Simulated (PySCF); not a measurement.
Job for PySCF: R-HF/STO-3G on CH3FSi (SMILES C[Si]F), a point of a torsion scan.

```python
from pyscf import gto, scf, dft, mp
from pyscf.data.elements import chemcore

mol = gto.M(
    atom='''
    C    -0.54551843   -0.01832929    0.01646378
    Si    1.15975088   -0.87412006   -0.10183208
    F     1.28712450   -1.27391692    1.49570209
    H    -0.78376166    0.28738024    1.03639878
    H    -1.33592496   -0.69183563   -0.31624006
    H    -0.59613872    0.86323308   -0.62057037
    ''',
    basis='sto-3g',
    charge=0, spin=0, verbose=3, max_memory=1800)
mf = scf.RHF(mol)
mf.conv_tol = 1e-8
mf.max_cycle = 100
mf.kernel()
if not mf.converged:
    mf = mf.newton().run(mf.mo_coeff, mf.mo_occ)
```

The log:

```
converged SCF energy = -422.772010590727
```

Self-consistency was reached.

Cost: about 0.18 core-seconds (a rough figure).
